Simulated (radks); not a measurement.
Values are calculated unless marked as measured or tabulated.
Question: These are the eigenvalues of the occupied orbitals of an atom or ion with whole-number occupations (Ry). Level of theory: scalar-relativistic Kohn-Sham, LDA (Slater exchange, Perdew-Wang correlation), spin-unpolarised, spherical densities, finite nucleus; Fermi nuclear charge, rms radius of each element as measured or else 0.836 A^(1/3) + 0.57 fm (a radial shooting solver on a logarithmic mesh with Libxc functionals).

orbital  eigenvalue
1s        -1105.885
2s        -150.0485
2p        -133.4429
3s        -24.44812
3p        -19.12030
3d        -10.27415
4s         -4.72078
4p         -3.44959

Which element is it, and in what charge state? The configuration may be excited.

Answer: Z = 37, rubidium, charge +3: Rb3+ in [Ar] 3d10 4s2 4p4. The list shows which subshells hold electrons but not how many an open one holds; the 1s level, -552.94 hartree, gives Z - s = 33.3 by -(Z - s)^2/2, which with screening and relativity narrows Z to a few neighbours, and the depths of the outer levels then fix element, charge and occupations together.
